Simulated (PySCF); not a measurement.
# Two-photon absorption: SMILES O=S(=O)(C=C=CO)C(F)(F)F, C4H3F3O3S

Cartesian coordinates in Å; atom numbers follow the order of the lines, from 1:
```xyz
14

O    -0.0085    1.6036   -1.0261
S    -0.8437    0.4161   -1.0588
O    -1.5513   -0.0270   -2.2488
C     0.0467   -0.9820   -0.3865
C     1.1283   -0.7604    0.3108
C     2.1986   -0.4204    0.9991
O     3.4348   -0.2127    0.5320
C    -2.1612    0.6798    0.2373
F    -3.0258    1.5660   -0.2098
F    -2.7802   -0.4678    0.4715
F    -1.6161    1.1134    1.3597
H    -0.3836   -1.9539   -0.6536
H     2.1265   -0.2951    2.0853
H     3.4337   -0.2614   -0.4328
```

Computed with TDDFT CAM-B3LYP/aug-cc-pVDZ excited states, vertical, gas phase in PySCF 2.14.0. Geometry: PBE0-D3(BJ)/def2-SVP.

(1) How strongly do the lowest singlets absorb one photon, and two photons of half the energy?

## Answers

(1) δ for parallel linear polarisation; σ at the peak of a Lorentzian of half width 0.1 eV, single beam; Ω is circular over linear.
```
state  E (eV)      f  photon λ (nm)  δ (au)  σ (GM)     Ω                                main
   S1    4.03  0.000            615    0.86    0.01  0.94                      HOMO→LUMO 0.94
   S2    6.27  0.000            395    6.37    0.09  1.42  HOMO→LUMO+1 0.67, HOMO−1→LUMO 0.13
   S3    6.35  0.037            390    1.82    0.03  1.15  HOMO−1→LUMO 0.54, HOMO→LUMO+2 0.31
   S4    6.47  0.142            383    16.2    0.25  1.14  HOMO→LUMO+2 0.45, HOMO−2→LUMO 0.17
   S5    6.79  0.009            365    0.67    0.01  1.31  HOMO−3→LUMO 0.70, HOMO−2→LUMO 0.16
   S6    6.91  0.013            359    41.9    0.73  1.46                    HOMO→LUMO+3 0.78
```

Among these, the strongest one-photon state is S4, the strongest two-photon state S6, with a dipole change of 7.2 D (relaxed, norm of the difference vector).
